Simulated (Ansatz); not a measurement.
`[CH3][GeH]([CH3])[SH]` → `[CH3][GeH]` + CH₃SH at 500 K and 1 bar (germylene formation by 1,1-elimination).

Computed with Ansatz on PBE0-D4/def2-TZVP structures; ΔE is electronic, products minus reactants. CBS: MP2 limit from def2 TZ/QZ plus the TZ coupled-cluster correction, frozen cores. This one scheme is used for every species. For Ge outer-core shells are correlated without core-valence functions, which leaves a few kJ/mol of doubt a bond. Scalar relativity is left out up to krypton. One conformer a species, not always the lowest.

| species | CCSD(T)/CBS energy (Eh) | H − E (kJ/mol) | S (J/(mol·K)) |
| --- | --- | --- | --- |
| `[CH3][GeH]([CH3])[SH]` | -2554.85122 | 289.8 | 439.1 |
| `[CH3][GeH]` | -2116.52215 | 134.7 | 307.3 |
| CH₃SH | -438.22835 | 145.1 | 283.7 |

H − E and S are ideal-gas, rigid-rotor, harmonic terms from PBE0-D4/def2-TZVP, for one conformer and one mirror image of each species. 1 Eh = 2625.50 kJ/mol, R = 8.31446 J/(mol·K).

**Question.** By hand: ΔE, ΔH, ΔS and ΔG.

**Answer.** ΔE = (-2116.52215) + (-438.22835) − (-2554.85122) = 0.10072 Eh = 264.4 kJ/mol. Δ(H − E) = 134.7 + 145.1 − 289.8 = -10.0, so ΔH = 254.4 kJ/mol. ΔS = 307.3 + 283.7 − 439.1 = 151.9 J/(mol·K). ΔG = 254.4 − 500 × (151.9)/1000 = 178.4 kJ/mol.

**Question.** By hand: the equilibrium constant, and the temperature at which ΔG would vanish if ΔH and ΔS stayed fixed.

**Answer.** log₁₀ K = −ΔG/(RT ln 10) = -18.6. ΔG = 0 at ΔH/ΔS = 1675 K.

The number of gas molecules changes by +1, which sets the sign of ΔS. A doubt of 5 kJ/mol in ΔE shifts log₁₀ K by 0.5 here. Other conformers and mirror images would add mixing entropy, several J/(mol·K) or more a flexible species. These are equilibria of isolated gas molecules and say nothing of rates. Largest T1 diagnostic: 0.011 (customary marks: 0.02 for closed shells, 0.045 for open ones).
